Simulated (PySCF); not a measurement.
Species: CH8O2Si2, charge 0, multiplicity 1. SMILES: [SiH3]OCO[SiH3]
Coordinates optimised at B3LYP-D3(BJ)/def2-TZVP (Ansatz):
```xyz
13

Si     1.7815    -1.0026     0.4465
O      0.4793    -0.2456     1.1420
C      0.0199     1.0224     0.7533
O     -0.4641     1.0298    -0.5642
Si    -1.7976     0.1745    -1.0567
H      1.4384    -1.5932    -0.8660
H      2.8836    -0.0261     0.2652
H      2.1754    -2.0703     1.3862
H     -0.7714     1.2987     1.4559
H      0.8308     1.7551     0.7941
H     -2.2008     0.7657    -2.3474
H     -1.4940    -1.2622    -1.2378
H     -2.8780     0.3183    -0.0500
```
Charge 0, spin multiplicity 1.

Dispersion corrections to the total energy (kcal/mol) from the dftd3 and dftd4 libraries through PySCF: D3(BJ) without and D4 with the three-body term, each with the damping fitted for the functional named.

```csv
functional,D3(BJ),D4
HF,…,-22.82
BLYP,-13.85,…
BHLYP,-9.00,-8.03
CAM-B3LYP,-5.40,…
TPSSh,-7.68,-8.16
PBE0,-5.73,-5.65
B2PLYP,-5.42,-4.67
```

Q: What belongs in the gaps?

A: 
- HF, D3(BJ): -46.72
- BLYP, D4: -14.49
- CAM-B3LYP, D4: -5.74
